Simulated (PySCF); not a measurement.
SbCl2, SMILES [Cl][Sb+][Cl] (connectivity only; charge and spin as stated), charge +1, multiplicity 1.

The structure is a stationary point at PBE0-D3(BJ)/def2-TZVP. The multiplicity is an assumed one; other spin states were not compared. The isomer is the one that the SMILES or the coordinates give; other isomers of the formula were not compared. The def2 effective core potentials stand for the cores of Sb; spin–orbit coupling is left out.

All values below come from PySCF with PBE0-D3(BJ)/def2-TZVP.

Frequencies are harmonic and unscaled.

```csv
mode,ν (cm⁻¹),IR (km/mol),Raman (Å⁴/amu),depolarisation,moving atoms (share of kinetic energy)
1,146,2.2,4.7,0.65,"Cl 83 %, Sb 17 %"
2,430,70.7,11.0,0.75,"Cl 75 %, Sb 25 %"
3,440,22.7,22.5,0.12,"Cl 80 %, Sb 20 %"
```
